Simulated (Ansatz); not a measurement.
The cluster Au₃I₂. Charge 0, multiplicity 2. Geometry PBE-D4/def2-SVP.

```xyz
5

Au    0.762   -0.111   -1.401
Au    0.088    0.049    1.265
Au   -1.355   -0.036   -2.860
I     2.677   -0.150    0.521
I    -2.172    0.248    2.475
```

In the def2 sets Au, I take a core potential; there is no spin–orbit coupling. At PBE-D4/def2-TZVP the gap within one spin of the charge 0 doublet nearly closes, so an electron or hole may be smeared out by delocalisation error. No other spin state of charge 0 was run. Another isomer (doublet) lies 0.73 eV lower at PBE0-D4/def2-TZVP; other spin states weren't run for this one.

Q: Estimate the α-spin orbital energies around the gap (eV) in Ansatz with PBE-D4/def2-TZVP, revPBE-D4/def2-TZVP, r2SCAN-D4/def2-TZVP, PBE0-D4/def2-SVP, ωB97M-V/def2-TZVP.

A: 
```tsv
orbital	PBE-D4/def2-TZVP	revPBE-D4/def2-TZVP	r2SCAN-D4/def2-TZVP	PBE0-D4/def2-SVP	ωB97M-V/def2-TZVP
HOMO−9	-7.61	-7.52	-7.88	-8.95	-11.91
HOMO−8	-7.30	-7.23	-7.60	-8.95	-11.67
HOMO−7	-7.16	-7.08	-7.43	-8.88	-11.62
HOMO−6	-7.05	-7.00	-7.42	-8.85	-11.23
HOMO−5	-7.04	-7.00	-7.42	-8.36	-10.13
HOMO−4	-7.00	-6.93	-7.28	-8.27	-10.05
HOMO−3	-6.75	-6.67	-7.01	-7.87	-9.90
HOMO−2	-6.50	-6.42	-6.76	-7.53	-9.64
HOMO−1	-6.43	-6.35	-6.67	-7.43	-8.77
HOMO	-6.40	-6.33	-6.66	-7.39	-8.76
LUMO	-3.55	-3.45	-3.44	-2.85	-1.62
LUMO+1	-2.87	-2.75	-2.72	-1.95	-0.38
LUMO+2	-1.45	-1.34	-1.21	-0.88	-0.13
LUMO+3	-1.43	-1.33	-1.20	-0.70	0.78
LUMO+4	-0.32	-0.23	0.00	0.48	1.44
LUMO+5	-0.09	-0.03	0.28	0.69	1.51
β HOMO	-6.29	-6.21	-6.46	-6.99	-8.51
β LUMO	-6.15	-6.05	-6.20	-5.78	-4.32
```
